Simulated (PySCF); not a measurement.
SMILES F[C@@H]1C[C@@H]2[C@H]1C[C@H]2Cl, C₆H₈ClF

Molfile (atoms numbered from 1):
```
C6H8ClF
     RDKit          3D

 16 17  0  0  0  0  0  0  0  0999 V2000
   -2.6828   -0.5158    0.3226 F   0  0  0  0  0  0  0  0  0  0  0  0
   -1.3669   -0.2443    0.6013 C   0  0  2  0  0  0  0  0  0  0  0  0
   -0.9538    1.1951    0.2566 C   0  0  0  0  0  0  0  0  0  0  0  0
    0.1021    0.6511   -0.7154 C   0  0  2  0  0  0  0  0  0  0  0  0
   -0.3872   -0.7895   -0.4511 C   0  0  1  0  0  0  0  0  0  0  0  0
    0.9906   -1.1631    0.1080 C   0  0  0  0  0  0  0  0  0  0  0  0
    1.4409    0.2976   -0.0491 C   0  0  1  0  0  0  0  0  0  0  0  0
    2.8567    0.5213   -1.0974 Cl  0  0  0  0  0  0  0  0  0  0  0  0
   -1.1956   -0.5737    1.6306 H   0  0  0  0  0  0  0  0  0  0  0  0
   -1.7575    1.7252   -0.2492 H   0  0  0  0  0  0  0  0  0  0  0  0
   -0.5850    1.7978    1.0837 H   0  0  0  0  0  0  0  0  0  0  0  0
    0.1598    1.0952   -1.7039 H   0  0  0  0  0  0  0  0  0  0  0  0
   -0.8267   -1.4274   -1.2108 H   0  0  0  0  0  0  0  0  0  0  0  0
    1.5391   -1.8420   -0.5402 H   0  0  0  0  0  0  0  0  0  0  0  0
    1.0058   -1.5498    1.1254 H   0  0  0  0  0  0  0  0  0  0  0  0
    1.6528    0.8313    0.8776 H   0  0  0  0  0  0  0  0  0  0  0  0
  1  2  1  0
  2  3  1  0
  3  4  1  0
  4  5  1  0
  5  6  1  0
  6  7  1  0
  7  8  1  0
  5  2  1  0
  7  4  1  0
  2  9  1  1
  3 10  1  0
  3 11  1  0
  4 12  1  6
  5 13  1  6
  6 14  1  0
  6 15  1  0
  7 16  1  1
M  END
```

Computed with TDDFT B3LYP/def2-SVPD circular dichroism and optical rotation, one conformer, gas phase in PySCF. Geometry: GFN2-xTB.

States above about 8.0 eV (minus the energy of the highest occupied orbital) lie near or above the ionisation threshold and depend on the basis.

Stereocentres: C2 R, C4 R, C5 R, C7 R.

Q: What is the specific rotation at 633, 589.3, 546, 436, 405, 365, 355 nm?

A: [α] in deg dm⁻¹ (g/mL)⁻¹:
```tsv
λ (nm)	origin-invariant length gauge	modified velocity gauge	length gauge (centre of mass)	isotropic polarisability (au)
633	-90.3	-93.6	-89.9	81.3
589.3	-105.8	-109.6	-105.3	81.6
546	-125.6	-130.1	-125.0	81.9
436	-212.8	-220.3	-211.9	83.2
405	-255.4	-264.4	-254.4	83.8
365	-334.1	-345.8	-332.8	84.8
355	-360.0	-372.4	-358.6	85.1
```

Q: And for the mirror image at 589.3 nm?

A: +105.8 deg dm⁻¹ (g/mL)⁻¹ (origin-invariant length gauge): the same size and the opposite sign.

Q: What is the molar rotation [Φ] = [α]·M/100 of the geometry above at 589.3 nm?

A: With M = 134.58 g/mol, -142.4 deg cm² dmol⁻¹ (origin-invariant length gauge).

The first excitation lies at 6.88 eV (180 nm) with R = -3.2 × 10⁻⁴⁰ esu² cm² (velocity form).
